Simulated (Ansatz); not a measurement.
Input for Ansatz (development build ahead of 0.2.0):

```yaml
crystal:
  periodic: [false, false, false]
  atoms:
    - { symbol: C, position_ang: [0.0, 0.705, 0.0] }
    - { symbol: C, position_ang: [-1.34099, 1.14071, 0.0] }
    - { symbol: C, position_ang: [-2.16977, 0.0, 0.0] }
    - { symbol: C, position_ang: [-1.34099, -1.14071, 0.0] }
    - { symbol: C, position_ang: [0.0, -0.705, 0.0] }
    - { symbol: C, position_ang: [1.34099, 1.14071, 0.0] }
    - { symbol: C, position_ang: [2.16977, 0.0, 0.0] }
    - { symbol: C, position_ang: [1.34099, -1.14071, 0.0] }
    - { symbol: H, position_ang: [-1.67627, 2.17261, 0.0] }
    - { symbol: H, position_ang: [-3.25477, 0.0, 0.0] }
    - { symbol: H, position_ang: [-1.67627, -2.17261, 0.0] }
    - { symbol: H, position_ang: [1.67627, 2.17261, 0.0] }
    - { symbol: H, position_ang: [3.25477, 0.0, 0.0] }
    - { symbol: H, position_ang: [1.67627, -2.17261, 0.0] }
basis:
  gaussian: { orbitals: def2-TZVP }
magnetization:
  spin_polarized: true
hamiltonian:
  xc: { name: wB97X }
```

The input is written out in the form of the current development build from the run's settings.

Output:

```yaml
Converged: yes
Total_energy: -308.37328 hartree
Spin_squared_of_the_determinant: 1.135
Stability_test: minimum
```

Caution: the unrestricted determinant is a mixture of spin states.
